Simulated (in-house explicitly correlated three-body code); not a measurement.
Computed with an exponentially correlated three-body code. Model: two electrons around a point charge, non-relativistic, variational in 260 exponentially correlated functions (energies converged to about 1e-7 hartree, or 1e-8 relative for large Z).

For two electrons in a singlet the Kohn-Sham orbital is the square root of half the density, so the exact Kohn-Sham potential and energy parts follow from the density alone, and exchange is minus half the Hartree energy. The Kohn-Sham level equals minus the binding energy of the second electron.

Command:
```bash
python run_hyl.py task.json out
```
Settings (lengths in bohr, energies in hartree):
```
Z                      2.52
interaction_strength   1
functions              260
states_tried           13
```

Time taken, with all properties: 30 s on 1 thread of Intel(R) Xeon(R) Platinum 8488C (Sapphire Rapids) (shared host).

**Those bound S and P states to n = 4 that converged, binding against the one-electron ion.**

Given: nuclear charge 2.52.

Computed: one-electron threshold -3.1752 hartree.

```json
{"term": "1 1S", "energy (hartree)": "-4.9298393", "binding (eV)": "47.746", "quantum defect": "0.1886"}
{"term": "2 3S", "energy (hartree)": "?", "binding (eV)": "?", "quantum defect": "?"}
{"term": "2 1S", "energy (hartree)": "-3.49550553", "binding (eV)": "8.716", "quantum defect": "0.10091"}
{"term": "2 3P", "energy (hartree)": "-3.48175179", "binding (eV)": "8.3417", "quantum defect": "0.058771"}
{"term": "2 1P", "energy (hartree)": "?", "binding (eV)": "?", "quantum defect": "?"}
{"term": "3 3S", "energy (hartree)": "-3.3252959", "binding (eV)": "4.0843", "quantum defect": "0.22576"}
{"term": "3 1S", "energy (hartree)": "-3.31231256", "binding (eV)": "3.731", "quantum defect": "0.097381"}
{"term": "3 3P", "energy (hartree)": "-3.30890754", "binding (eV)": "3.6384", "quantum defect": "0.060655"}
{"term": "3 1P", "energy (hartree)": "-3.30239762", "binding (eV)": "3.4612", "quantum defect": "-0.013624"}
{"term": "4 3S", "energy (hartree)": "-3.25619405", "binding (eV)": "2.204", "quantum defect": "0.22339"}
{"term": "4 1S", "energy (hartree)": "-3.25101023", "binding (eV)": "2.0629", "quantum defect": "0.096406"}
{"term": "4 3P", "energy (hartree)": "-3.24965926", "binding (eV)": "2.0261", "quantum defect": "0.061152"}
{"term": "4 1P", "energy (hartree)": "-3.24690429", "binding (eV)": "1.9512", "quantum defect": "-0.013803"}
```

(1) What belongs in the row 2 3S?

(2) What belongs in the row 2 1P?

**Exact Kohn-Sham parts of the ground state from its density.**

Computed: total energy -4.9298393 hartree; Hartree energy 2.7011 hartree; exchange energy -1.3506 hartree; DFT correlation energy -0.042958 hartree; potential part of the DFT correlation energy -0.081552 hartree; exact minus restricted Hartree-Fock -0.042929 hartree; Kohn-Sham level -47.746 eV; restricted Hartree-Fock level -48.104 eV; dipole polarisability 0.43824 bohr³; C6 of two such species 0.26608 hartree·bohr⁶.

(3) What is the Kohn-Sham kinetic?

(4) What is the kinetic part of the DFT correlation energy?

**Functionals on the exact density and self-consistent, errors are functional minus exact, hybrids only self-consistent, a dash where a self-consistent run leaves the top level unbound.**

| result | exchange error (millihartree) | correlation error (millihartree) | functional driven error (millihartree) | density driven error (millihartree) | self consistent total error (millihartree) | top level plus exact binding (eV) |
| --- | --- | --- | --- | --- | --- | --- |
| PW91 | 14.773 | -5.6469 | 9.1266 | -1.0982 | 8.0284 | 12.012 |
| TPSS | -4.4379 | -1.7039 | -6.1418 | -0.27893 | -6.4207 | 11.359 |
| OLYP | 1.6878 | -3.2493 | -1.5615 | -1.416 | -2.9776 | 12.022 |
| r2SCAN | -4.8018 | 3.5667 | -1.2351 | -0.2803 | -1.5154 | 11.009 |
| BP86 | 3.0797 | -1.4083 | 1.6714 | -0.69957 | 0.97179 | 12.03 |
| B3LYP VWN-RPA | - | - | - | - | -9.1895 | 9.1804 |
| AM05 | 144.35 | -65.972 | 78.379 | -1.2887 | 77.09 | 12.724 |
| r2SCAN0 | - | - | - | - | -0.14921 | 8.0354 |
| PBEsol | ? | ? | ? | ? | ? | ? |
| wB97X | - | - | - | - | ? | ? |
| M06-L | -15.633 | 0.06043 | -15.572 | -2.294 | -17.866 | 10.9 |
| LDA VWN5 | 187.94 | -82.621 | 105.32 | -1.9042 | 103.41 | 12.683 |
| RPBE | -4.225 | -0.6972 | -4.9222 | -1.1586 | -6.0808 | 12.06 |
| PBE0 | - | - | - | - | 13.048 | 8.8613 |

(5) What belongs in the row PBEsol?

(6) What belongs in the row wB97X?

**Density and exact potentials over r, pair density (one pair, times 4 pi r12^2) and exact minus Kohn-Sham pair density over r12.**

```
radius (bohr)  radial density (electrons/bohr)  exchange potential (hartree)  intracule density (1/bohr)  Coulomb hole against Kohn-Sham (1/bohr)  correlation potential (hartree)
       0.0863                          0.47285                        -2.159                    0.026964                                 -0.01197                           -0.043
        0.101                          0.60228                       -2.1432                    0.037038                                 -0.01578                           -0.039
        0.117                            0.747                       -2.1242                    0.049764                                 -0.02026                           -0.035
        0.137                          0.92856                       -2.0983                    0.068157                                 -0.02623                           -0.029
         0.16                           1.1321                        -2.066                    0.092526                                 -0.03334                           -0.023
        0.186                           1.3487                       -2.0271                     0.12386                                 -0.04139                           -0.016
        0.217                           1.5812                        -1.978                     0.16578                                 -0.05056                           -0.008
        0.253                                ?                             ?                           ?                                        ?                                ?
        0.296                           2.0211                       -1.8466                     0.28864                                 -0.06905                            0.008
        0.345                           2.1828                        -1.764                     0.37075                                 -0.07554                            0.015
        0.402                            2.277                       -1.6696                     0.46588                                 -0.07772                            0.021
        0.469                            2.283                       -1.5631                     0.57056                                 -0.07342                            0.025
        0.547                           2.1871                        -1.447                      0.6747                                 -0.06099                            0.027
        0.638                           1.9894                       -1.3236                     0.76438                                 -0.04038                            0.026
        0.744                                ?                             ?                           ?                                        ?                                ?
        0.868                            1.366                       -1.0679                     0.82833                                  0.01296                            0.018
         1.01                           1.0173                      -0.94516                     0.77446                                  0.03363                            0.013
         1.18                          0.68643                      -0.82583                     0.65858                                  0.04331                            0.009
         1.38                          0.41472                      -0.71531                      0.4995                                  0.03998                            0.005
         1.61                          0.22323                      -0.61751                     0.33351                                  0.02799                            0.003
         1.87                          0.10672                       -0.5335                     0.19442                                   0.0147                            0.002
         2.19                         0.041324                      -0.45627                    0.091444                                  0.00464                            0.001
```

(7) What belongs in the row 0.253?

(8) What belongs in the row 0.744?

Answers

(1) energy (hartree): -3.54547776; binding (eV): 10.076; quantum defect: 0.2337.

(2) energy (hartree): -3.46037624; binding (eV): 7.76; quantum defect: -0.012667.

(3) 4.8912 hartree.

(4) 0.038595 hartree.

(5) exchange error (millihartree): 78.431; correlation error (millihartree): -12.037; functional driven error (millihartree): 66.394; density driven error (millihartree): -1.0991; self consistent total error (millihartree): 65.295; top level plus exact binding (eV): 12.583.

(6) self consistent total error (millihartree): -2.4612; top level plus exact binding (eV): 6.3896.

(7) radial density (electrons/bohr): 1.8097; exchange potential (hartree): -1.9189; intracule density (1/bohr): 0.2195; Coulomb hole against Kohn-Sham (1/bohr): -0.06006; correlation potential (hartree): 0.

(8) radial density (electrons/bohr): 1.7059; exchange potential (hartree): -1.1961; intracule density (1/bohr): 0.82154; Coulomb hole against Kohn-Sham (1/bohr): -0.01405; correlation potential (hartree): 0.022.

The density-driven part is never positive, since each functional's own density lowers its energy. Here it is small beside the functional-driven part (median ratio 0.13), the normal case. The correlation energy of density-functional theory lies 0.029 millihartree below exact minus Hartree-Fock, because the Hartree-Fock density, unlike the exact one, minimises the Hartree-Fock energy.
